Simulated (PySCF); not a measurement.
Input of a run (PBE0-D3(BJ)/def2-SVP geometry optimisation, gas phase (PySCF 2.14.0)), started from GFN2-xTB:
```
{"job": {"xc": "PBE0", "basis": "def2-SVP", "d3": "d3bj", "grid": 1, "shake": 0.01, "kind": "geom"}, "charge": 0, "multiplicity": 1}
Br     1.999810    -0.135180    -0.254420
P     -0.003290    -0.002040     0.751630
Br    -0.910140     1.765410    -0.269900
Br    -1.048390    -1.653560    -0.260320
```

Output (energies in Eh, forces in Eh/bohr):
```
step   0  E = -8061.82801167  max force = 0.007130
step   1  E = -8061.82536643  max force = 0.022370
step   2  E = -8061.82823285  max force = 0.004128
step   3  E = -8061.82836798  max force = 0.001374
step   4  E = -8061.82838246  max force = 0.000523
step   5  E = -8061.82838283  max force = 0.000433
optimisation converged
```

Question: Summarise the run.

Answer: The energy falls by 0.23 kcal/mol over 6 energy and gradient evaluations, the largest force component goes from 0.0071 to 4.3e-04 Eh/bohr, and the atoms move by 0.025 Å rms after alignment. The bond that changes most is P2–Br4 (ends: three-coordinate phosphorus; bromine bonded to P), which lengthens by 0.034 Å. Bonds longer at the end by more than 0.005 Å: 1 of 3; shorter: 1. The energy rose by more than 1e-6 Eh at step 1.

Question: What are the final bond lengths?

Answer: Br1–P2 2.233 Å, P2–Br3 2.237 Å, P2–Br4 2.235 Å. Numbering counts from 1 in the input's order; the species is `BrP(Br)Br` (phosphorus tribromide).

The run used 114 basis functions and 40 SCF cycles in all. Hardware: Arm Neoverse V2, one thread, no GPU, shared host. Cost: 37 s, 0.52 GiB resident at most.

PBE0-D3(BJ)/def2-SVP frequencies: not computed here.
